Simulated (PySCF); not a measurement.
```
wavenumber (cm⁻¹)  absorption (km/mol per cm⁻¹)
                0                         0.004
               30                         0.005
               60                         0.005
               91                         0.006
              121                         0.007
              151                         0.008
              181                         0.009
              211                         0.011
              242                         0.013
              272                         0.016
              302                         0.021
              332                         0.029
              362                         0.043
              393                         0.073
              423                         0.152
              453                         0.451
              483                         1.139
              514                         0.379
              544                         0.137
              574                         0.070
              604                         0.045
              634                         0.033
              665                         0.026
              695                         0.023
              725                         0.022
              755                         0.023
              785                         0.024
              816                         0.027
              846                         0.032
              876                         0.040
              906                         0.054
              936                         0.078
              967                         0.129
              997                         0.260
             1027                         0.734
             1057                         2.145
             1087                         0.817
             1118                         0.283
             1148                         0.141
             1178                         0.089
             1208                         0.065
             1238                         0.054
             1269                         0.050
             1299                         0.050
             1329                         0.055
             1359                         0.065
             1390                         0.083
             1420                         0.116
             1450                         0.181
             1480                         0.333
             1510                         0.800
             1541                         2.774
             1571                         2.747
             1601                         0.792
             1631                         0.329
             1661                         0.176
             1692                         0.110
             1722                         0.075
             1752                         0.054
             1782                         0.041
```

This is the computed harmonic infrared spectrum of singlet HZrN, Lorentzian lines of 45 cm⁻¹ full width. Level of theory: PBE0/[Zr def2-TZVP with ECP28, N def2-TZVP, H def2-TZVP], scalar-relativistic core potentials, density fitting, no spin–orbit coupling, PySCF.

Task: Which bands make it up, and how are they assigned?

Result: In Cs symmetry, counting bands above 1 % of the strongest: 481 cm⁻¹ (a', bend, 81 km/mol); 1059 cm⁻¹ (a', stretch, 151 km/mol); 1556 cm⁻¹ (a', stretch, 283 km/mol).

Stability towards spin polarisation was not tested. Other isomers or separated fragments may lie lower.
